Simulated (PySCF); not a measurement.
**Working out the ionisation energy of Cl²⁺**

Cl²⁺ [Ne] 3s2 3p3 (4S) → Cl³⁺ [Ne] 3s2 3p2 (3P). Computed with PySCF 2.14 in aug-cc-pwCVDZ (6s5p3d, 36 functions), with the non-relativistic Hamiltonian (point nucleus). Frozen: nothing. Energies in hartree (1 hartree = 27.21139 eV):

```
             part  Cl²⁺ (lower)  Cl³⁺ (upper)
              UHF   -458.210800   -456.779066
MP2 opposite-spin     -0.162373     -0.155871
    MP2 same-spin     -0.067800     -0.056360
```

Q: What does Hartree-Fock give?

A: (-456.779066) − (-458.210800) = 1.431734 hartree = 38.959 eV.

Q: What do MP2 and SCS-MP2 (6/5 opposite-spin, 1/3 same-spin) give?

A: The opposite-spin parts differ by 0.177 eV and the same-spin parts by 0.311 eV. MP2: 38.959 + (0.177) + (0.311) = 39.447 eV. SCS-MP2: 38.959 + 1.2 × (0.177) + (0.311)/3 = 39.275 eV.

A first-order spin-orbit estimate adds -0.098 eV to MP2 (all electrons), giving 39.349 eV against 39.8 ± 0.11 eV (semi-empirical (NIST evaluation); NIST Atomic Spectra Database, ionization energies).

A double-zeta basis recovers only part of the correlation energy.

What remains against the reference includes basis incompleteness and correlation beyond second order.
